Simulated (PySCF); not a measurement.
Calculated properties of `Cc1cccc(N)c1`

Compound: C7H9N.
Z-matrix (Å and degrees, GFN2-xTB geometry), rows numbered from 1:
```
C 
C   1  1.4997
C   2  1.3896  1  120.65
C   3  1.3839  2  120.15  1   179.11
C   4  1.3806  3  120.63  2    -0.07
C   5  1.3943  4  120.05  3     0.01
N   6  1.3830  5  120.63  4  -176.44
C   2  1.3852  1  120.27  3   179.22
H   1  1.0907  2  109.96  3   -91.09
H   1  1.0875  2  110.87  3    28.28
H   1  1.0878  2  110.96  3   149.53
H   3  1.0800  2  119.78  1    -1.00
H   4  1.0805  3  119.83  2   179.62
H   5  1.0807  4  120.54  3  -179.97
H   7  1.0075  6  116.05  5   -22.29
H   7  1.0075  6  116.07  5  -160.87
H   8  1.0818  2  119.74  1     0.98
```

Some functional groups and rings: benzene ring and amine.

GFN2-xTB geometry:

| Quantity | Value |
| --- | --- |
| Rotational constants A, B, C of the GFN2-xTB geometry | 3.688, 1.818, 1.228 GHz |

PBE0/pcSseg-1 ground state and GIAO shieldings, non-relativistic (PySCF):

| Item | Value |
| --- | --- |
| Dipole moment | 1.59 D |
| HOMO energy | -5.79 eV |
| LUMO energy | 0.12 eV |
| HOMO–LUMO gap | 5.91 eV |
| Lowest Hirshfeld atomic charge | -0.20 e on N7 |
| Highest Hirshfeld atomic charge | +0.13 e on H15/H16 |
| 13C chemical shifts (computed TMS as zero) by class | 152.4 (C6), 144.6 (C2), 135.2 (C4), 122.4 (C3), 117.0 (C8), 114.0 (C5), 24.2 (C1) ppm |
| 1H chemical shifts (computed TMS as zero) by class | 7.31 (H13), 6.68 (H12), 6.56 (H17), 6.51 (H14), 3.33 (H15/H16), 2.38 (H9/H10/H11) ppm |
| Isotropic shieldings of nuclei other than C and H, by class | 192 (N7) ppm |
| Mayer bond orders between heavy atoms | C1–C2 1.07, C2–C3 1.41, C3–C4 1.44, C4–C5 1.47, C5–C6 1.34, C6–N7 1.15, C6–C8 1.34, C8–C2 1.43 |

Monoisotopic mass (most abundant isotopes): 107.0735 u.

The rotational constants make it an asymmetric top with κ = (2B − A − C)/(A − C) = -0.52, nearer the prolate limit (−1). With B = h/(8π²I), that is 505.379 GHz u Å² over I, the principal moments of inertia are 137.0, 278.0 and 411.5 u Å² (most abundant isotopes); the inertial defect Ic − Ia − Ib is -3.5 u Å² (zero for a rigid planar frame, negative otherwise). In atomic units the dipole is 0.63 e·bohr (1 au = 2.5417 D).

Isolated species at its GFN2-xTB geometry, gas phase. NMR classes are plain means over equivalent atoms (diastereotopic ones count apart unless rotation or inversion swaps them), as if these changed places fast; in this geometry the members of some classes differ.
